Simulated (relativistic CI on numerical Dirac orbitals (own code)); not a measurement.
**One change at a time: Re52+**

Base calculation: Dirac-Coulomb-Breit CI, KLI orbitals optimised for each configuration, model QED, unscaled Slater integrals.

Configuration list (outside the closed core [Ne]): 3s2 3p6 3d5, 3s2 3p5 3d6, 3s2 3p4 3d7, 3s 3p6 3d6, 3p6 3d7, 3s 3p5 3d7, 3s2 3p6 3d4 4s, 3s2 3p6 3d4 4p, 3s2 3p4 3d6 4s, 3s2 3p5 3d5 4s, 3s2 3p6 3d4 4f, 3p6 3d6 4s, 3s2 3p6 3d3 4s2, 3s2 3p6 3d4 5s, 3p6 3d5 4s2. Levels of other configurations are missing.

Variants: (1) Breit term removed. Shifts of the energy above 3s2 3p6 3d5 2D_5/2, in eV, for the lowest level and the first level of each name with at least 55 % of one term (blank where a level changes its place among those of its configuration and J or its character, or is not in the variant):

```csv
Level,Base,Δ(1)
3s2 3p6 3d5 2D_5/2,0.000,0.000
3s2 3p6 3d5 2D_3/2,108.106,+1.378
3s2 3p6 3d5 4G_9/2,148.348,+4.898
3s2 3p6 3d5 2I_13/2,151.674,+6.870
3s2 3p6 3d5 4D_1/2,153.265,+3.012
3s2 3p6 3d5 2G_7/2,163.786,+4.864
3s2 3p6 3d5 4F_5/2,165.751,+3.281
3s2 3p6 3d5 2P_3/2,197.882,+3.052
3s2 3p5 3d6 4H°_13/2,460.900,+7.556
3s2 3p5 3d6 4I°_15/2,469.748,+8.581
```

At this charge energies of transitions that change n are usually good to better than 1 %, and those within a shell (Δn = 0) to a few per cent.

Ionisation energy from the two ground configurations alone: base 4877.36 eV; Breit term removed 4879.4 eV. The NIST ASD value (theoretical) is 4877 eV.

LS names give the leading component of a level, which can be under half, so a name can repeat, a term be missing and a line seem to break the LS rules.
